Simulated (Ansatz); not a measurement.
Cu₂H₂S₂⁺, that is (CuSH)2 ring with one electron fewer. Charge 1, multiplicity 2. Geometry PBE0-D4/def2-SVP, that of the neutral singlet; atoms count from 1.

```xyz
6

Cu    0.820   -0.091   -0.922
S     0.399    2.008   -0.055
Cu   -0.023    0.136    1.230
S     0.452   -1.960    0.384
H    -0.853    2.124   -0.559
H    -0.795   -2.217   -0.078
```

**Question.** Estimate the Mulliken populations from the PBE0/def2-TZVP orbitals of Ansatz.

**Answer.** 
```csv
atom,charge (e),spin (α − β),d electrons
Cu1,0.40,0.18,9.77
S2,-0.13,0.33,–
Cu3,0.40,0.18,9.77
S4,-0.13,0.33,–
H5,0.23,-0.01,–
H6,0.23,-0.01,–
```
Mulliken values and Mayer orders depend strongly on the basis.

**Question.** Where does the spin sit?

**Answer.** Summed by element: Cu 0.36, S 0.66, H -0.02, of 1 unpaired in all. Largest on single atoms: S2 0.33, S4 0.33, Cu1 0.18.

**Question.** And the Mayer bond orders between bonded heavy atoms (over 0.3)?

**Answer.** Cu1–S2 0.72 (2.31 Å); Cu1–S4 0.72 (2.31 Å); S2–Cu3 0.72 (2.31 Å); Cu3–S4 0.72 (2.31 Å).
